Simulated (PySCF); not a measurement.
C6H12N2.
Numbering: `[CH2:1]=[CH:2][CH2:3][N:4]([NH2:5])[CH:6]1[CH2:7][CH2:8]1`

Cartesian coordinates in Å at the GFN2-xTB level; atoms count from 1:
```
atom  x, y, z in Å
C1     3.015   -1.228   -0.845
C2     2.268   -0.259   -0.355
C3     0.906    0.095   -0.862
N4    -0.008    0.335    0.248
N5     0.414    1.479    0.972
C6    -1.376    0.419   -0.180
C7    -2.433    0.031    0.810
C8    -2.137   -0.859   -0.358
H9     2.680   -1.849   -1.660
H10    3.998   -1.440   -0.460
H11    2.608    0.358    0.464
H12    0.496   -0.717   -1.464
H13    0.984    0.995   -1.503
H14    0.155    2.346    0.487
H15   -0.048    1.471    1.876
H16   -1.605    1.245   -0.864
H17   -3.359    0.587    0.822
H18   -2.102   -0.301    1.781
H19   -2.855   -0.921   -1.162
H20   -1.606   -1.776   -0.160
```

NICS = −σ at a ghost point: NICS(0) at the centroid of the ring atoms, NICS(1) 1 Å to either side along the normal of their mean plane, zz for the tensor component along that normal. Level: GIAO PBE0/pcSseg-1 (PySCF, non-relativistic, gas phase) on the GFN2-xTB geometry, one conformer.

Ring bond lengths (Å), with Mayer bond orders in brackets: C6–C7 1.499 (0.97), C7–C8 1.498 (0.99), C8–C6 1.497 (0.95).

Task: What do the NICS probes read (ppm)?

Result: 
```tsv
ring	type	NICS(0)	NICS(1), two faces	NICS(1)zz, two faces	rms pucker (Å)	centre to ring atoms, mean (Å)
C6–C7–C8	3-membered carbocycle; formal bonds all single	-41.9	-7.8 / -9.5	-18.1 / -24.3	0.00	0.86
```

Task: What can be read from them?

Result: 
- C6–C7–C8: mean NICS(1)zz -21.2 ppm, shielded. C6, C7, C8 have four or more neighbours, so the value isn't read as a sign of a π ring current. The two faces differ by 6.2 ppm, so no symmetry operation interchanges them. NICS(0) lies 33 ppm below the mean NICS(1).

Task: What is the mean of the two in-plane components of NICS at the first NICS(1) probe listed for ring C6–C7–C8, 1 Å off the ring?

Result: The isotropic value is a third of the trace: (3 × -7.8 − (-18.1))/2 = -2.6 ppm.

Task: Give the inner angles of the rings and the Hirshfeld charges of the ring atoms.

Result: 
- C6–C7–C8: C6 60.0° (-0.011 e), C7 59.9° (-0.096 e), C8 60.1° (-0.091 e); sum 180.0° against 180° for a flat convex ring.

Task: What are the shieldings of the ring atoms and their hydrogens in the same run (means over atoms taken as equivalent)?

Result: 
```csv
atoms,environment,σ isotropic (ppm)
C6,sp3 carbon bound to nitrogen,141.1
C7 (×2),three-membered-ring carbon,178.0
H16,methine hydrogen,30.18
H17 (×2),methylene hydrogen,31.23
H18 (×2),methylene hydrogen,31.16
```

Hardware: Arm Neoverse V1, one thread, shared host with 64 logical CPUs at a one-minute load of 19. Cost: 29 s, 0.79 GiB resident at most. This is the whole shielding run at PBE0/pcSseg-1, SCF included.
